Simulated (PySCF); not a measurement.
C4H8, charge +1, doublet, at a GFN2-xTB geometry (a state made from the parent by changing its charge; the spin is typed, not shown lowest). Base run: CCSD(T)/6-31G (PySCF).

PySCF was given this input:
```python
from pyscf import gto, scf, cc

mol = gto.M(
    atom='''
C    -1.136745   -0.864288    0.118182
C    -0.008362    0.060106    0.006648
C     1.339796   -0.443109   -0.254684
C    -0.219885    1.422442    0.149118
H    -1.339770   -1.037551    1.186133
H    -0.933353   -1.836650   -0.326099
H    -2.065288   -0.437385   -0.266777
H     1.461970   -1.487875    0.026435
H     2.115320    0.183192    0.189373
H     1.524733   -0.390641   -1.338853
H     0.564025    2.139690   -0.046927
H    -1.176459    1.816314    0.461124
''',
    basis='6-31g',
    charge=1,
    spin=1,
    verbose=4,
)

mf = scf.UHF(mol)
mf.kernel()

mycc = cc.CCSD(mf)
mycc.kernel()
et = mycc.ccsd_t()
print('E(CCSD(T)) = %.10f' % (mycc.e_tot + et))
```

Variants of this job, named by their change:

```csv
change,ΔE vs base (kcal/mol),MP2 correlation (Eh),CC correlation without the perturbative part (Eh),basis functions,core-seconds (rough)
base,0.000,-0.32845,-0.37897,52,30
cc.conv_tol = 1e-5,0.000,-0.32845,-0.37897,52,20
frozen = 4,3.19,-0.32310,-0.37398,52,10
cc.diis_space = 10,0.000,-0.32845,-0.37897,52,20
density fitting = JK and correlation,0.047,-0.32828,-0.37894,52,30
cc.level_shift = 0.2,0.000,-0.32845,-0.37897,52,30
frozen = 3,2.42,-0.32440,-0.37518,52,10
method = mp2,37.32,-0.32845,-,52,1
method = ccsd,5.62,-0.32845,-0.37897,52,10
method = cisd,33.61,-,-,52,6
```

Open shells are given as the SCF converged; they aren't shown to be the lowest states, and a large step between rows can be another state.
